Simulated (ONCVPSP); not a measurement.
# copper (Cu): variants of one ONCV potential

Base potential:

```json
{"Element": "copper", "Generator": "ONCVPSP 4.0.1", "Type": "optimised norm-conserving Vanderbilt (ONCV)", "Functional": "Wu-Cohen", "Relativity": "scalar-relativistic", "Frozen core": "[Ne]", "Valence charge": "19", "Reference configuration": "3s2 3p6 3d10 4s1", "Partial waves": "3s+4s: rc 1.05 bohr, ncon 4, nbas 7, qcut 14.9 1/bohr, 2 projectors; 3p: rc 0.95 bohr, ncon 4, nbas 9, qcut 12.7 1/bohr, 1 projector; 3d: rc 1.05 bohr, ncon 4, nbas 9, qcut 12.6 1/bohr, 2 projectors, debl 1.2 Ha", "Local potential": "polynomial inside 0.75 bohr (lpopt 5, dvloc0 6 Ha)", "Core correction": "none"}
```

Cutoffs, loose and tight: the cutoffs (Ha) at which the residual kinetic energy of the hardest occupied pseudo-wave falls to 1 and 0.1 mHa per electron. They do not see the model core or the augmentation charge, which bear on the density cutoff. Test errors are all-electron minus pseudo excitation energies from the reference, over the configurations 3s2 3p6 3d10 4s0; 3s2 3p6 3d9 4s0; 3s2 3p6 3d8 4s0; 3s2 3p6 3d9 4s2. A dash means not determined; rows that change the core or the reference have their own tests. The largest error is taken over the tests solved by every variant that gives reliable tests at all: 3s2 3p6 3d10 4s0; 3s2 3p6 3d9 4s0; 3s2 3p6 3d9 4s2.

```tsv
change	outcome	cutoff, loose	cutoff, tight	bound ghosts	GHOST(+) flags above zero	largest test error (meV)
base	generated	73 Ha	146 Ha	none	none	+6.6
p: rc 1.06	generated	73 Ha	146 Ha	none	none	+6.6
p: qcut 15.9	generated	73 Ha	146 Ha	none	none	+6.5
local potential polynomial inside 0.75 bohr (lpopt 5, dvloc0 7.5 Ha)	generated	73 Ha	146 Ha	none	none	+7.0
functional PBE	generated	73 Ha	147 Ha	none	none	+6.4
core correction Teter function, fcfact 3.5, rcfact 1.5	generated	73 Ha	146 Ha	none	none	+6.4
```
